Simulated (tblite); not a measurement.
Species: C4H9BrOSi.
Numbering: `[OH:1][CH2:2]/[CH:3]=[C:4](\[Br:5])[CH2:6][SiH3:7]` (hydrogens: H8 on O1; H9, H10 on C2; H11 on C3; H12, H13 on C6; H14, H15, H16 on Si7)

Computed with GFN2-xTB (tblite), gas phase: L-BFGS steps from a force-field or distance-geometry start until the largest atomic force falls under 0.01 eV/Å.

Step 10: E = -625.8332 eV
```
atom  x, y, z in Å  |  force x, y, z in eV/Å
O1      2.7411    1.5832   -0.2161    0.082   0.068   0.012
C2      2.4317    0.2130   -0.3677    0.032   0.085   0.007
C3      0.9730    0.0107   -0.6387    0.023   0.029  -0.022
C4      0.0892   -0.7023    0.0439   -0.011   0.004  -0.045
Br5     0.6107   -1.6992    1.5959   -0.012   0.018   0.028
C6     -1.3436   -0.8281   -0.3094   -0.156   0.052   0.046
Si7    -2.5399    0.2559    0.7410    0.014  -0.001  -0.025
H8      2.2909    1.9367    0.5592   -0.029  -0.068   0.015
H9      3.0131   -0.0944   -1.2455   -0.039  -0.079   0.073
H10     2.7675   -0.3655    0.5040   -0.040   0.022  -0.027
H11     0.6082    0.5686   -1.4909   -0.014   0.003  -0.046
H12    -1.4675   -0.5466   -1.3567   -0.012  -0.040  -0.006
H13    -1.6619   -1.8657   -0.2045    0.017  -0.037  -0.023
H14    -3.8729    0.0416    0.1670    0.078   0.003   0.044
H15    -2.5069   -0.1584    2.1433    0.041   0.009  -0.050
H16    -2.1404    1.6596    0.5964    0.027  -0.069   0.019
```

Step 11: E = -625.8356 eV
```
atom  x, y, z in Å  |  force x, y, z in eV/Å
O1      2.7469    1.5833   -0.2109    0.078   0.055   0.009
C2      2.4299    0.2151   -0.3668    0.031   0.077   0.027
C3      0.9717    0.0166   -0.6413    0.001   0.009  -0.033
C4      0.0892   -0.6985    0.0410   -0.056  -0.049  -0.025
Br5     0.6082   -1.6950    1.5983   -0.013   0.047  -0.011
C6     -1.3444   -0.8300   -0.3103   -0.142   0.057   0.035
Si7    -2.5363    0.2552    0.7427    0.035  -0.021  -0.061
H8      2.2917    1.9428    0.5593   -0.023  -0.096   0.000
H9      3.0138   -0.0971   -1.2415   -0.044  -0.055   0.069
H10     2.7564   -0.3702    0.5042   -0.023   0.050  -0.020
H11     0.6060    0.5688   -1.4975   -0.001   0.004  -0.024
H12    -1.4726   -0.5504   -1.3573   -0.001  -0.028  -0.014
H13    -1.6664   -1.8671   -0.2056    0.057  -0.023  -0.007
H14    -3.8661    0.0395    0.1687    0.027   0.002   0.030
H15    -2.5012   -0.1593    2.1414    0.040  -0.007   0.010
H16    -2.1344    1.6553    0.5969    0.035  -0.021   0.015
```

Step 12: E = -625.8376 eV
```
atom  x, y, z in Å  |  force x, y, z in eV/Å
O1      2.7530    1.5845   -0.2066    0.054   0.022   0.009
C2      2.4289    0.2183   -0.3657    0.004   0.044   0.028
C3      0.9703    0.0211   -0.6438   -0.026  -0.002  -0.026
C4      0.0882   -0.6961    0.0378   -0.069  -0.059  -0.011
Br5     0.6060   -1.6906    1.6000   -0.016   0.067  -0.042
C6     -1.3473   -0.8308   -0.3105   -0.063   0.025  -0.003
Si7    -2.5331    0.2545    0.7433    0.039  -0.027  -0.054
H8      2.2919    1.9458    0.5594   -0.016  -0.096  -0.006
H9      3.0135   -0.1003   -1.2370   -0.035  -0.032   0.049
H10     2.7471   -0.3731    0.5042   -0.007   0.071   0.001
H11     0.6042    0.5691   -1.5031    0.010   0.002  -0.006
H12    -1.4767   -0.5539   -1.3580   -0.003  -0.015  -0.020
H13    -1.6688   -1.8686   -0.2067    0.072  -0.009   0.006
H14    -3.8601    0.0378    0.1706   -0.027   0.001   0.013
H15    -2.4959   -0.1601    2.1398    0.039  -0.017   0.050
H16    -2.1289    1.6514    0.5975    0.044   0.024   0.011
```

Step 13: E = -625.8390 eV
```
atom  x, y, z in Å  |  force x, y, z in eV/Å
O1      2.7584    1.5858   -0.2036    0.021  -0.014   0.010
C2      2.4280    0.2215   -0.3645   -0.027   0.005   0.016
C3      0.9688    0.0238   -0.6457   -0.039  -0.001  -0.008
C4      0.0864   -0.6953    0.0349   -0.049  -0.033  -0.009
Br5     0.6041   -1.6863    1.6005   -0.019   0.071  -0.052
C6     -1.3505   -0.8310   -0.3109    0.021  -0.018  -0.042
Si7    -2.5305    0.2537    0.7432    0.022  -0.016  -0.016
H8      2.2917    1.9460    0.5594   -0.009  -0.077  -0.004
H9      3.0125   -0.1030   -1.2329   -0.021  -0.017   0.024
H10     2.7407   -0.3737    0.5043    0.006   0.079   0.027
H11     0.6032    0.5693   -1.5071    0.014   0.002   0.003
H12    -1.4795   -0.5566   -1.3589   -0.011  -0.005  -0.027
H13    -1.6689   -1.8699   -0.2072    0.065  -0.004   0.012
H14    -3.8564    0.0367    0.1722   -0.059   0.002   0.004
H15    -2.4914   -0.1610    2.1394    0.038  -0.018   0.055
H16    -2.1243    1.6491    0.5982    0.048   0.045   0.007
```

**Question.** Estimate the geometry and energy of step 14. (The exact step hangs on the optimiser's Hessian estimate; all steps are aligned on step 13, rigid shifts and turns removed.)

**Answer.** E = -625.8403 eV, largest force 0.112 eV/Å
```
atom  x, y, z in Å  |  force x, y, z in eV/Å
O1      2.7634    1.5866   -0.2010   -0.016  -0.043   0.006
C2      2.4267    0.2242   -0.3632   -0.047  -0.032   0.000
C3      0.9668    0.0258   -0.6473   -0.034   0.007   0.008
C4      0.0842   -0.6952    0.0321   -0.011   0.008  -0.016
Br5     0.6023   -1.6813    1.5998   -0.018   0.061  -0.044
C6     -1.3531   -0.8314   -0.3121    0.075  -0.049  -0.067
Si7    -2.5280    0.2529    0.7428   -0.004   0.003   0.026
H8      2.2913    1.9445    0.5594   -0.004  -0.047   0.005
H9      3.0112   -0.1056   -1.2289   -0.010  -0.007   0.000
H10     2.7355   -0.3727    0.5050    0.012   0.074   0.053
H11     0.6025    0.5695   -1.5103    0.011   0.003   0.004
H12    -1.4819   -0.5589   -1.3602   -0.019   0.000  -0.036
H13    -1.6676   -1.8711   -0.2074    0.047  -0.011   0.013
H14    -3.8545    0.0359    0.1736   -0.064   0.006   0.005
H15    -2.4869   -0.1620    2.1400    0.036  -0.013   0.036
H16    -2.1195    1.6479    0.5989    0.044   0.041   0.006
```

The energy changes by -0.0013 eV. The first-order estimate −F·Δx gives -0.0017 eV and the mean of the old and new forces, exact on a quadratic surface, -0.0013 eV. The step makes an angle of 61° with the force vector and moves no atom by more than 0.006 Å.

The cost below is that of the whole relaxation. On one thread, Arm Neoverse V1 (aarch64), shared host with 32 logical CPUs at a one-minute load of 18, this took 0.45 s of wall time.
